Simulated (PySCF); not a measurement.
## Exercise with solution: dipole moment from atomic charges

Se(F)(OH) (FHOSe), SMILES O[Se]F. Atoms are numbered in the order given.

```xyz
4

Se     0.0898     0.0064     0.3939
F     -0.0150     1.3391    -0.7675
O     -0.2180    -1.3513    -0.7100
H     -1.1744    -1.4594    -0.8056
```

Geometry optimised at B3LYP-D3(BJ)/def2-TZVP. The values are those of a single conformer.

Charges (e) from CAM-B3LYP/def2-TZVPD in PySCF:

| atom | ESP fit | IAO |
|---|---|---|
| Se1 | 0.263 | 0.788 |
| F2 | -0.206 | -0.493 |
| O3 | -0.429 | -0.673 |
| H4 | 0.372 | 0.378 |

The dipole moment of the full density is 2.17 D.

### Question
What dipole moment does each set of point charges give, and which comes closer to that of the density?

### Answer

μ = Σ q r, and 1 e Å = 4.8032 D.
ESP fit: Σ q r = (-0.317, -0.237, 0.267) e Å, |μ| = 2.29 D.
IAO: Σ q r = (-0.219, -0.297, 0.862) e Å, |μ| = 4.50 D.
ESP fit comes closer in size. Point charges leave out the atoms' own dipoles (lone pairs, polarised bonds); fits to the potential absorb them, partitions of the density don't.
